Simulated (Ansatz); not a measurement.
Total energies of `Cn1cccc1-c1cccn1C` from Ansatz at PBE-D4/def2-TZVP, gas phase (1 Eh = 27.2114 eV = 2625.5 kJ/mol). The reference geometry is relaxed at r2SCAN-D4/def2-SVP.

```tsv
state	geometry	energy (Eh)
charge 0 singlet	reference	-497.34450
charge 1 doublet	reference	-497.09384
charge -1 doublet	reference	-497.29270
free C atom (triplet)	–	-37.79597
free N atom (quartet)	–	-54.53214
free H atom (doublet)	–	-0.49962
```

Work out the vertical ionisation energy to the doublet.

E(charge 1 doublet) − E(charge 0 singlet) = -497.09384 − (-497.34450) = 0.25066 Eh = 6.82 eV. For comparison, −ε of the highest occupied level is 4.44 eV at this level, 2.38 eV less.

Work out the vertical electron affinity, to the doublet.

E(charge 0 singlet) − E(charge -1 doublet) = -497.34450 − (-497.29270) = -0.05180 Eh = -1.41 eV; negative, so the extra electron isn't bound. The basis lacks diffuse functions, which makes affinities too small.

Give the fundamental gap IE − EA, the Mulliken electronegativity (IE + EA)/2 and the hardness (IE − EA)/2.

From the values in Eh: IE − EA = 0.25066 − (-0.05180) = 0.30246 Eh = 8.23 eV; (IE + EA)/2 = 2.71 eV; (IE − EA)/2 = 4.12 eV. The HOMO–LUMO gap of the same run is 3.73 eV, 4.50 eV smaller than the fundamental gap.

What is the binding energy per atom against free atoms?

Atoms: 10 × (-37.79597) + 2 × (-54.53214) + 12 × (-0.49962) = -493.01942 Eh. Binding: -493.01942 − (-497.34450) = 4.32508 Eh = 117.69 eV, or 4.90 eV for each of 24 atoms (no zero-point energy, no counterpoise term).

At PBE-D4/def2-TZVP the highest occupied level of the charge -1 doublet lies above zero (up to 3.58 eV). By energy differences it is unbound by 1.41 eV (vertical, against the charge 0 singlet, at PBE-D4/def2-TZVP) and held by the finite basis.
